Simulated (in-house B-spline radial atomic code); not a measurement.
Configurations of Cs VII (Cs6+), with energies counted from [Kr] 4d10 5s2 5p1. Method: scalar-relativistic (X2C) B3LYP, spin-polarised, spherical fractional occupations, exact exchange averaged over the configuration, Fermi nucleus of rms radius 4.8041 fm. Calculated with a radial B-spline atomic code at the basis-set limit. Shells without spins written out take the highest spin.

Occupations are held fixed; configurations that lie above the ionisation limit could autoionise.

| configuration | E - E(ref) (eV) | highest orbital | its <r> (bohr) |
| --- | --- | --- | --- |
| [Kr] 4d10 5s1 5p1 5d1 | 37.314 | 5d up | 2.11 |
| [Kr] 4d10 5s1 5p1 6f1 | 72.452 | 6f up | 4.984 |
| [Kr] 4d9 5s2 5p2 | 72.984 | 5p up | 1.71 |
| [Ar] 3d9 4s2 4p6 4d10 5s2 5p1 6f1 | 786.09 | 6f up | 4.857 |

Problem. Order these further configurations by energy, lowest first.
A. [Kr] 4d10 5s1 5p2
B. [Kr] 4d9 5s2 5p1 5d1
C. [Kr] 4d10 5s2 6s1
D. [Ar] 3d10 4s2 4p5 4d10 5s2 5p1 6d1
E. [Kr] 4d10 5s2 6f1

Solution. A (13.821 eV), C (31.967 eV), E (57.239 eV), B (97.08 eV), D (213.37 eV).
